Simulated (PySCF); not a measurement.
**Correlation energy of Si+ (silicon, charge +1)**

[Ne] 3s2 3p1, 2P determinant. Computed with PySCF 2.14 in aug-cc-pV(D+d)Z (5s4p3d, 32 functions), with the non-relativistic Hamiltonian (point nucleus). Frozen: [Ne]; 3 electrons correlated.

MP2 pair energies summed by pair of shells (mhartree):

```csv
pair,energy,share (%)
3s-3s,-20.57,57.9
3s-3p,-14.96,42.1
```

Total MP2 correlation energy: -35.53 mhartree.

Same-spin part -2.28 and opposite-spin part -33.25 mhartree; SCS-MP2 scales them by 1/3 and 6/5 to -40.66 mhartree.

| level | correlation energy (mhartree) |
| --- | --- |
| CCSD | -54.49 |
| (T) | -0.72 |
| CCSD(T) | -55.21 |

Diagnostics: T1 = 0.013, D1 = 0.0318, largest double amplitude 0.107.

Cost of the coupled-cluster step: 0.18 s of wall time on 1 thread of Neoverse-V2 (shared host), for 3 correlated electrons.
